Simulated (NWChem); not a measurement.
System: C$_{2}$H$_{3}$BF$_{2}$O; SMILES O=CB(F)CF

```xyz
9

O     -1.0386     1.7184    -0.4484
C     -0.5172     1.1516     0.4870
B      0.6043     0.0793     0.1172
F      1.8514     0.4915    -0.0497
C      0.2702    -1.4283    -0.1634
F     -1.0245    -1.7466     0.1699
H     -0.8350     1.3821     1.5404
H      0.9696    -2.0814     0.3940
H      0.4439    -1.6464    -1.2360
```
Atoms are numbered in this order, from 1.

Structure relaxed at the PBE0/def2-SVP level. B3LYP is NWChem's, with the RPA form of VWN correlation.

**Question.** Give the principal values of the shielding tensors (ppm) of O1, C2, B3, F4, C5 from B3LYP/6-31G* (spherical d), GIAO (NWChem), with their diamagnetic and paramagnetic parts as GIAO splits them.

**Answer.** 
| atom | σ11 | σ22 | σ33 | isotropic | diamagnetic | paramagnetic |
|---|---|---|---|---|---|---|
| O1 | -1293.4 | -455.6 | 452.2 | -432.3 | 396.1 | -828.4 |
| C2 | -132.7 | -55.6 | 108.4 | -26.6 | 253.3 | -279.9 |
| B3 | 15.8 | 80.2 | 109.4 | 68.5 | 195.7 | -127.2 |
| F4 | 56.4 | 148.9 | 469.1 | 224.8 | 471.6 | -246.8 |
| C5 | 87.2 | 92.9 | 171.1 | 117.0 | 246.9 | -129.9 |
